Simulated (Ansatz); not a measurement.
Molecule: 1,1-difluoroethene, C$_{2}$H$_{2}$F$_{2}$ (charge 0, singlet). 
Structure (B3LYP-D3(BJ)/def2-TZVP (Ansatz, a program for electronic structure) minimum search):
```xyz
6

C      1.3666    -0.1842    -0.0960
C      0.0659    -0.0089    -0.0046
F     -0.8303    -0.9779     0.0790
F     -0.5461     1.1633     0.0177
H      2.0191     0.6710    -0.1597
H      1.7731    -1.1820    -0.1067
```
Charge 0, spin multiplicity 1.

Basis-set convergence of Hartree-Fock and CCSD(T) correlation energies (hartree) with Ansatz. Valence correlation only, unless marked. No spin-orbit coupling. No relativistic terms.

```csv
basis,functions,E(HF),"E(corr, CCSD(T))"
cc-pVDZ,-,-275.75758,-0.67071
cc-pVTZ,148,?,?
```

Problem. Complete the blanks.

Solution. 
- cc-pVTZ, E(HF): -275.84930
- cc-pVTZ, E(corr, CCSD(T)): -0.85956
